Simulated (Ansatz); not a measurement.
Energy profile

The step: SiBrCl + HCl → SiCl₂ + HBr; bonds formed: Si1–Cl4, Br2–H3; bonds broken: Si1–Br2, H3–Cl4 (atoms numbered as in the saddle structure below).

Si1  (0.505, 0.847, -0.726)
Br2  (0.176, -1.717, -0.712)
H3  (0.305, -0.930, 0.748)
Cl4  (0.507, 0.407, 1.586)
Cl5  (-1.493, 1.394, -0.896)
(Å)

Electronic energies by CCSD(T) at an estimated basis limit (MP2 extrapolated from triple and quadruple zeta, plus CCSD(T) − MP2 in triple zeta), on PBE0-D4/def2-TZVP structures; SiHBrCl2, closed shell; no counterpoise correction. Program: Ansatz 0.2.0. Basis: def2-TZVPP and def2-QZVPP. Cores are frozen in the correlated methods. Filled d shells of the heavier atoms are correlated. The def2 sets are not built for correlating such inner shells, so the correlated values are less sure here. Extrapolation: Hartree–Fock as exp(−7.88 √X), correlation as X^−2.97.

Give the profile in kJ/mol, counted from the separated reactants. (To be estimated.)

Computed:
```csv
point,kJ/mol
"separated: SiBrCl (linked as [Cl][Si][Br]; Si1, Br2, Cl5; singlet) + HCl (H3, Cl4; singlet)",0.0
start structure,-11.5
saddle,34.5
end structure,-12.7
"separated: SiCl2 (linked as [Cl][Si][Cl]; Si1, Cl4, Cl5; singlet) + HBr (Br2, H3; singlet)",-0.1
```

T1 diagnostic: at most 0.013. The restricted Hartree–Fock reference is unstable towards an unrestricted one at one or more of these structures.

For scale, one of the runs: CCSD(T)/def2-TZVPP, 188 basis functions (an equivalent command: `ansatz run in.yaml --threads 4`). Hardware: 4 CPU threads, shared host. Wall time 56 s; peak host memory 1.8 GiB.
